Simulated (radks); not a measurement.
Question: These are the eigenvalues of the occupied orbitals of an atom or ion with whole-number occupations (hartree). All-electron calculation, scalar-relativistic Kohn-Sham, r2SCAN, spin-unpolarised, spherical densities, finite nucleus; meta-GGA in the generalised Kohn-Sham scheme; Fermi nuclear charge, rms radius of each element as measured or else 0.836 A^(1/3) + 0.57 fm. Program: a radial shooting solver on a logarithmic mesh with Libxc functionals.

1s: -1908.605
2s: -317.3958
2p: -281.9411
3s: -70.88222
3p: -59.89127
3d: -45.56841
4s: -14.38015
4p: -10.74415
4d: -5.73315
5s: -2.03433
5p: -1.18190
4f: -0.33775
6s: -0.31629

Which element is it, and in what charge state? The configuration may be excited.

Answer: Z = 65, terbium, charge +1: Tb+ in [Xe] 4f9 6s1. The list shows which subshells hold electrons but not how many an open one holds; the 1s level, -1908.6 hartree, gives Z - s = 61.8 by -(Z - s)^2/2, which with screening and relativity narrows Z to a few neighbours, and the depths of the outer levels then fix element, charge and occupations together.
